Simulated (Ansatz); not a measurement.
Geometry optimisation of CH8AsNSi (`CN([SiH3])[AsH2]`).

```yaml
crystal:
  periodic: [false, false, false]
  atoms:
    - {symbol: C, position_ang: [-0.826734, 1.270444, -0.558145]}
    - {symbol: N, position_ang: [-0.387087, -0.002394, 0.012358]}
    - {symbol: Si, position_ang: [1.038673, -0.057228, 1.034955]}
    - {symbol: As, position_ang: [-0.963015, -1.527346, -0.928070]}
    - {symbol: H, position_ang: [-1.887747, 1.210504, -0.884972]}
    - {symbol: H, position_ang: [-0.765142, 2.071332, 0.209429]}
    - {symbol: H, position_ang: [-0.227968, 1.608775, -1.438316]}
    - {symbol: H, position_ang: [0.972173, -1.293393, 1.887952]}
    - {symbol: H, position_ang: [1.035639, 1.179224, 1.897307]}
    - {symbol: H, position_ang: [2.348009, -0.091302, 0.275785]}
    - {symbol: H, position_ang: [0.354119, -1.903634, -1.674563]}
    - {symbol: H, position_ang: [-0.613819, -2.520083, 0.200380]}
basis:
  gaussian: {orbitals: def2-TZVP}
hamiltonian: {xc: pbe0, dispersion: d4}
relax: {f_tol: 0.005, max_steps: 150}
```

```sh
$ ansatz run in.yaml --threads 4 --pin off --events-out ev --progress --plain --max-ram 10444MiB
```

Output, abridged:

```
Functional definition: PBE0
mean field -71363.55596300 eV, -2622.5623096846 hartree, gradient 2.8e-5 eV, S^2 0.000000; 0 other end points of the search recorded, 0 dependent functions left out
relax step   1: F+E_penalty+E_count = -71363.80410945 eV  Δ(F+E_penalty+E_count) = +0.000e0 eV  max|allowed force component| = 5.827e-1 eV/Å  Δτ_max = 0.0000 Å  (28 SCF iters, accepted)
mean field -71363.60442961 eV, -2622.5640907997 hartree, gradient 6.4e-6 eV, S^2 0.000000; 0 other end points of the search recorded, 0 dependent functions left out
relax step   2: F+E_penalty+E_count = -71363.85460990 eV  Δ(F+E_penalty+E_count) = -5.050e-2 eV  max|allowed force component| = 2.898e-1 eV/Å  Δτ_max = 0.0418 Å  (32 SCF iters, accepted)
mean field -71363.60939406 eV, -2622.5642732398 hartree, gradient 6.1e-6 eV, S^2 0.000000; 0 other end points of the search recorded, 0 dependent functions left out
relax step   3: F+E_penalty+E_count = -71363.86055239 eV  Δ(F+E_penalty+E_count) = -5.942e-3 eV  max|allowed force component| = 6.608e-2 eV/Å  Δτ_max = 0.0226 Å  (32 SCF iters, accepted)
mean field -71363.60989541 eV, -2622.5642916643 hartree, gradient 6.3e-6 eV, S^2 0.000000; 0 other end points of the search recorded, 0 dependent functions left out
relax step   4: F+E_penalty+E_count = -71363.86084190 eV  Δ(F+E_penalty+E_count) = -2.895e-4 eV  max|allowed force component| = 3.020e-2 eV/Å  Δτ_max = 0.0298 Å  (32 SCF iters, accepted)
mean field -71363.61006146 eV, -2622.5642977665 hartree, gradient 6.2e-6 eV, S^2 0.000000; 0 other end points of the search recorded, 0 dependent functions left out
relax step   5: F+E_penalty+E_count = -71363.86119043 eV  Δ(F+E_penalty+E_count) = -3.485e-4 eV  max|allowed force component| = 2.917e-2 eV/Å  Δτ_max = 0.0260 Å  (32 SCF iters, accepted)
mean field -71363.61045081 eV, -2622.5643120748 hartree, gradient 6.3e-6 eV, S^2 0.000000; 0 other end points of the search recorded, 0 dependent functions left out
relax step   6: F+E_penalty+E_count = -71363.86154680 eV  Δ(F+E_penalty+E_count) = -3.564e-4 eV  max|allowed force component| = 1.699e-2 eV/Å  Δτ_max = 0.0300 Å  (32 SCF iters, accepted)
mean field -71363.61064471 eV, -2622.5643192004 hartree, gradient 6.3e-6 eV, S^2 0.000000; 0 other end points of the search recorded, 0 dependent functions left out
relax step   7: F+E_penalty+E_count = -71363.86164098 eV  Δ(F+E_penalty+E_count) = -9.417e-5 eV  max|allowed force component| = 8.630e-3 eV/Å  Δτ_max = 0.0154 Å  (33 SCF iters, accepted)
mean field -71363.61069317 eV, -2622.5643209812 hartree, gradient 6.3e-6 eV, S^2 0.000000; 0 other end points of the search recorded, 0 dependent functions left out
relax step   8: F+E_penalty+E_count = -71363.86168403 eV  Δ(F+E_penalty+E_count) = -4.306e-5 eV  max|allowed force component| = 1.027e-2 eV/Å  Δτ_max = 0.0101 Å  (33 SCF iters, accepted)
mean field -71363.61071101 eV, -2622.5643216370 hartree, gradient 6.3e-6 eV, S^2 0.000000; 0 other end points of the search recorded, 0 dependent functions left out
relax step   9: F+E_penalty+E_count = -71363.86169985 eV  Δ(F+E_penalty+E_count) = -1.582e-5 eV  max|allowed force component| = 4.652e-3 eV/Å  Δτ_max = 0.0067 Å  (33 SCF iters, accepted)
mean field -71363.61071101 eV, -2622.5643216370 hartree, gradient 6.3e-6 eV, S^2 0.000000; 1 other end points of the search recorded, 0 dependent functions left out
Total energy: -71363.86173454 eV, -2622.5735465816 hartree
Atom 0 at    -0.820180     1.261480    -0.552579 Å, force     0.002217    -0.004399     0.001328 eV/Å
Atom 1 at    -0.374977    -0.004249     0.010496 Å, force    -0.003436    -0.000197    -0.004652 eV/Å
Atom 2 at     1.023079    -0.054236     1.018182 Å, force     0.003244     0.001529     0.001687 eV/Å
Atom 3 at    -0.923163    -1.502261    -0.934215 Å, force     0.003628    -0.001001     0.000653 eV/Å
Atom 4 at    -1.876205     1.206926    -0.833342 Å, force     0.001332     0.000510    -0.000106 eV/Å
Atom 5 at    -0.718785     2.053794     0.194597 Å, force    -0.000547     0.000797     0.000158 eV/Å
Atom 6 at    -0.253392     1.568834    -1.441667 Å, force    -0.001023     0.000446     0.001017 eV/Å
Atom 7 at     0.974353    -1.291676     1.837516 Å, force    -0.000352     0.000469    -0.000521 eV/Å
Atom 8 at     1.010625     1.153618     1.889003 Å, force     0.000085    -0.000796    -0.000561 eV/Å
Atom 9 at     2.308974    -0.059193     0.257459 Å, force    -0.001137     0.000474     0.000715 eV/Å
Atom 10 at     0.404997    -1.890651    -1.605880 Å, force    -0.003894     0.000493     0.002188 eV/Å
Atom 11 at    -0.678225    -2.497486     0.194529 Å, force    -0.000118     0.001673    -0.001907 eV/Å
Dipole moment:    -0.051357     0.070867    -0.086356 e Å
```

Hardware: 4 threads of an Arm Neoverse V2 on a shared host. Wall time 40 s, peak host memory 0.6 GiB.
